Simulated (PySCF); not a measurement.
Can point charges reproduce the dipole moment of `C=CP(C)[SiH](C)C`?

Coordinates (GFN2-xTB, Å) and charges (e) from the PBE0/pcSseg-1 density (PySCF):

| atom | x | y | z | Mulliken | IAO | Hirshfeld | ESP-fitted |
| --- | --- | --- | --- | --- | --- | --- | --- |
| C1 | -1.901 | -2.211 | 0.285 | -0.1287 | -0.3108 | -0.0986 | -0.6094 |
| C2 | -1.890 | -0.886 | 0.319 | -0.4344 | -0.3333 | -0.0946 | +0.1950 |
| P3 | -0.967 | 0.128 | -0.866 | +0.0312 | +0.2304 | +0.0618 | -0.3505 |
| C4 | -1.688 | 1.779 | -0.429 | -0.4987 | -0.5994 | -0.1636 | -0.1995 |
| Si5 | 0.959 | 0.271 | 0.305 | +0.6699 | +0.7404 | +0.3173 | +0.7488 |
| C6 | 1.735 | -1.465 | 0.327 | -0.6185 | -0.7112 | -0.2167 | -0.8572 |
| C7 | 2.083 | 1.484 | -0.640 | -0.6200 | -0.7134 | -0.2165 | -0.5085 |
| H8 | -1.347 | -2.757 | -0.460 | +0.1174 | +0.1474 | +0.0442 | +0.2452 |
| H9 | -2.456 | -2.798 | 0.999 | +0.1212 | +0.1521 | +0.0474 | +0.2002 |
| H10 | -2.470 | -0.348 | 1.060 | +0.1341 | +0.1445 | +0.0426 | +0.0693 |
| H11 | -1.701 | 1.942 | 0.648 | +0.1413 | +0.1424 | +0.0391 | +0.0320 |
| H12 | -2.705 | 1.836 | -0.815 | +0.1543 | +0.1581 | +0.0434 | +0.1159 |
| H13 | -1.098 | 2.558 | -0.905 | +0.1471 | +0.1550 | +0.0437 | +0.1050 |
| H14 | 0.809 | 0.750 | 1.697 | -0.0608 | -0.1338 | -0.0871 | -0.1712 |
| H15 | 1.116 | -2.166 | 0.877 | +0.1460 | +0.1580 | +0.0358 | +0.2033 |
| H16 | 2.716 | -1.450 | 0.790 | +0.1389 | +0.1551 | +0.0418 | +0.2189 |
| H17 | 1.851 | -1.849 | -0.683 | +0.1399 | +0.1546 | +0.0394 | +0.2059 |
| H18 | 3.088 | 1.485 | -0.229 | +0.1391 | +0.1554 | +0.0417 | +0.1134 |
| H19 | 1.706 | 2.500 | -0.591 | +0.1372 | +0.1525 | +0.0392 | +0.1139 |
| H20 | 2.153 | 1.210 | -1.689 | +0.1434 | +0.1560 | +0.0396 | +0.1295 |

Task: Form Σ q r in debye for every column and set it beside the full dipole.

Result: The full density gives (0.24, 0.40, 0.79) D, 0.92 D in size; dipole vectors point from the negative to the positive end.

```tsv
scheme	μx	μy	μz	size (D)	share of the full size (%)	angle to the full dipole (°)
Mulliken	1.30	0.38	0.66	1.51	163	44
IAO	0.39	0.28	-0.42	0.64	69	103
Hirshfeld	-0.08	0.15	-0.31	0.35	38	130
ESP-fitted	0.23	0.50	0.73	0.91	99	8
```

Task: Which set comes closest?

Result: Length of the difference vector: ESP-fitted 0.12 D, Mulliken 1.06 D, Hirshfeld 1.18 D, IAO 1.23 D. Closest: ESP-fitted. ESP charges are fitted to the potential around the molecule, whose slowest-falling term is the dipole's. The schemes that divide the density aren't constrained to reproduce the dipole.

Task: What is left for the Hirshfeld atoms' own dipoles?

Result: The shares of the density sum to the whole, so what Σ q r misses lies in dipoles about the nuclei. The atomic dipoles sum to (0.24, 0.40, 0.79) − (-0.08, 0.15, -0.31) = (0.32, 0.25, 1.10) D, 1.18 D in size.

Task: With the origin at the mean of the coordinates, (0.000, 0.001, 0.000) Å, which are the largest single terms, by size, of the IAO dipole along the direction of the full one?

Result: Si5 +2.26, C7 -2.21, C1 +1.82, H8 -1.38, H14 -1.29 D; all 20 atoms together -0.14 D. The single terms depend on the origin, their sum doesn't.

Task: Give the size of the full dipole in other units.

Result: 0.92 D = 0.362 au = 0.192 e·Å = 3.07 × 10⁻³⁰ C·m.

The structure is a single GFN2-xTB conformer in the gas phase; no vibrational or solvent corrections.

Shape of the structure used: `[CH2:1]=[CH:2][P:3]([CH3:4])[SiH:5]([CH3:6])[CH3:7]`: C1–C2–P3–C4 169°, C2–P3–Si5–C6 68°.
